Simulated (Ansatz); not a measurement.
The cluster SiAu₄ (the lowest singlet isomer of a short search) was relaxed with r2SCAN-D4 (def2-SVP) in Ansatz in these states: neutral quintet, neutral singlet, neutral triplet. The geometries follow in no particular order.

In the def2 sets Au takes a core potential; there is no spin–orbit coupling.

A:

Cartesian coordinates in Å:
```
Au -1.134 -0.629 0.436
Au 2.151 -0.076 -0.162
Au -2.112 1.784 -0.732
Au 0.990 -2.171 1.040
Si 0.106 1.093 -0.581
```

B:

```xyz
5

Au    0.732    0.559    2.129
Au   -0.851   -2.133   -0.326
Au    1.013    1.050   -1.804
Au   -1.475    0.865    0.003
Si    0.581   -0.341   -0.001
```

C:

Cartesian coordinates in Å:
```
Au -1.320 1.581 -0.743
Au 2.159 0.356 0.080
Au -0.754 -2.052 0.130
Au -0.245 0.328 1.526
Si 0.160 -0.214 -0.993
```

Problem. Judge from the bond lengths which geometry belongs to which state (an estimate).

Solution. A is the neutral quintet (Au3–Au4 5.330 Å, Au4–Si5 3.749 Å, Au2–Au4 2.679 Å); B is the neutral triplet (Au3–Au4 3.080 Å, Au4–Si5 2.383 Å, Au2–Au4 3.080 Å); C is the neutral singlet (Au3–Au4 2.806 Å, Au4–Si5 2.608 Å, Au2–Au4 2.806 Å).

At PBE0-D4/def2-TZVP a singlet lies 3.47 eV below the neutral quintet. At PBE0-D4/def2-TZVP a singlet lies 1.47 eV below the neutral triplet. These are the stationary points nearest to one start from a short search; other shapes may lie lower in each state.
